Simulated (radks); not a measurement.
Results of a calculation; reference values are marked as such.
Q: Neutral sulfur, 16 electrons, occupied as [Ne] 3p6 (not the ground configuration). Level of theory: non-relativistic Kohn-Sham, SCAN, spin-polarised, spherical densities, point nucleus; meta-GGA in the generalised Kohn-Sham scheme (a radial shooting solver on a logarithmic mesh with Libxc functionals). Some entries of the table are withheld. Estimate them.

| orbital | occ. | eigenvalue (hartree) | <r^2> (bohr^2) |
|---|---|---|---|
| 1s | 2 | (1) | (2) |
| 2s | 2 | -8.02594 | (3) |
| 2p | 6 | (4) | (5) |
| 3p | 6 | -0.30696 | (6) |

A: 
(1) 1s eigenvalue (hartree): -88.71818
(2) 1s <r^2> (bohr^2): 0.01274
(3) 2s <r^2> (bohr^2): 0.2725
(4) 2p eigenvalue (hartree): -5.96784
(5) 2p <r^2> (bohr^2): 0.2437
(6) 3p <r^2> (bohr^2): 4.812
